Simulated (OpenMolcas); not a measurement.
## Pr4+: moving or changing the point charges

Pr4+ among 8 point charges of -1 e arranged as a hexagonal bipyramid (D6h), 2.35 Å from the ion, with the axial distance 2.444 Å.
```
   2.3500    0.0000    0.0000  -1.00
   1.1750    2.0352    0.0000  -1.00
  -1.1750    2.0352    0.0000  -1.00
  -2.3500    0.0000    0.0000  -1.00
  -1.1750   -2.0352    0.0000  -1.00
   1.1750   -2.0352    0.0000  -1.00
   0.0000    0.0000    2.4440  -1.00
   0.0000    0.0000   -2.4440  -1.00
```

```yaml
Program: OpenMolcas 26.06
Method: CASSCF
Basis: ANO-RCC-VTZP [8s7p5d3f2g1h]
Scalar_Hamiltonian: DKH2, point nucleus
Active_space: 1 electron in 7 orbitals (4f)
State_averaging: 2S+1 = 2 odd, 7 roots
Spin-orbit_coupling: RASSI with atomic mean-field integrals over the reference wave functions
```

Runs around this geometry, states. Energies in cm-1 above the lowest state or level, χT in cm3 K/mol.

```json
{"R (Å)": "2.35", "q (e)": "-0.5", "Ground state": "2S+1 = 2", "First state of that spin": "11.7", "First gap with spin-orbit (degeneracies)": "29.3 (2, 2)", "Width of lowest J": "412", "χT at 300 K": "0.786"}
{"R (Å)": "2.35", "q (e)": "-1", "Ground state": "2S+1 = 2", "First state of that spin": "19.2", "First gap with spin-orbit (degeneracies)": "54.4 (2, 2)", "Width of lowest J": "794", "χT at 300 K": "0.759"}
{"R (Å)": "2.56", "q (e)": "-1", "Ground state": "2S+1 = 2", "First state of that spin": "1.2", "First gap with spin-orbit (degeneracies)": "71.6 (2, 2)", "Width of lowest J": "635", "χT at 300 K": "0.771"}
{"R (Å)": "2.68", "q (e)": "-1", "Ground state": "2S+1 = 2", "First state of that spin": "4.7", "First gap with spin-orbit (degeneracies)": "74.3 (2, 2)", "Width of lowest J": "561", "χT at 300 K": "0.777"}
```

Taking the width of the lowest J multiplet as R^-n, n = -ln(561 / 794) / ln(2.68 / 2.35) = 2.6 between the shortest and longest distance.

Scaling the charges by -0.5 / -1 = 0.50 scales the width of the lowest J multiplet by 412 / 794 = 0.52; with fixed orbitals a first-order splitting would follow the charge.

Point charges carry no covalency, so the field is a model and not that of real ligands. An unlabelled pair can be two single states that coincide in this model. No measured value stands beside these numbers.

A state without a sure symmetry label is named by its multiplicity alone.
